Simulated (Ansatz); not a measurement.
`[SiH3][SiH2][InH2]` + CH₃OH → `C[O][InH2]` + `[SiH3][SiH3]` at 500 K and 1 bar (cleavage of the In–Si bond).

Calculated with Ansatz (gas phase, PBE0-D4/def2-TZVP geometries, no zero-point term in ΔE). CCSD(T)/CBS is the MP2 limit (def2-TZVPP, def2-QZVPP) plus CCSD(T) − MP2 in def2-TZVPP, frozen cores. This one scheme is used for every species. def2 core potentials past Kr. For In outer-core shells are correlated without core-valence functions, which leaves a few kJ/mol of doubt a bond.

| species | CCSD(T)/CBS energy (Eh) | H − E (kJ/mol) | S (J/(mol·K)) |
| --- | --- | --- | --- |
| `[SiH3][SiH2][InH2]` | -772.14490 | 190.9 | 451.9 |
| CH₃OH | -115.61712 | 157.0 | 265.4 |
| `C[O][InH2]` | -306.01914 | 175.3 | 366.5 |
| `[SiH3][SiH3]` | -581.74359 | 163.1 | 323.1 |

H − E and S are ideal-gas, rigid-rotor, harmonic terms from PBE0-D4/def2-TZVP, for one conformer and one mirror image of each species. 1 Eh = 2625.50 kJ/mol, R = 8.31446 J/(mol·K).

By hand: ΔE, ΔH, ΔS and ΔG.

ΔE = (-306.01914) + (-581.74359) − (-772.14490) − (-115.61712) = -0.00071 Eh = -1.9 kJ/mol. Δ(H − E) = 175.3 + 163.1 − 190.9 − 157.0 = -9.5, so ΔH = -11.4 kJ/mol. ΔS = 366.5 + 323.1 − 451.9 − 265.4 = -27.7 J/(mol·K). ΔG = -11.4 − 500 × (-27.7)/1000 = 2.4 kJ/mol.

By hand: the equilibrium constant, and the temperature at which ΔG would vanish if ΔH and ΔS stayed fixed.

log₁₀ K = −ΔG/(RT ln 10) = -0.3. ΔG = 0 at ΔH/ΔS = 412 K.

TΔS isn't small against ΔH here. The sign of ΔG lies within the doubt. A doubt of 5 kJ/mol in ΔE shifts log₁₀ K by 0.5 here. Other conformers and mirror images would add mixing entropy, several J/(mol·K) or more a flexible species. Modes under 60 cm⁻¹, often nearly free rotors, make the harmonic entropy too high. These are equilibria of isolated gas molecules and say nothing of rates. Largest T1 diagnostic: 0.017 (customary marks: 0.02 for closed shells, 0.045 for open ones).
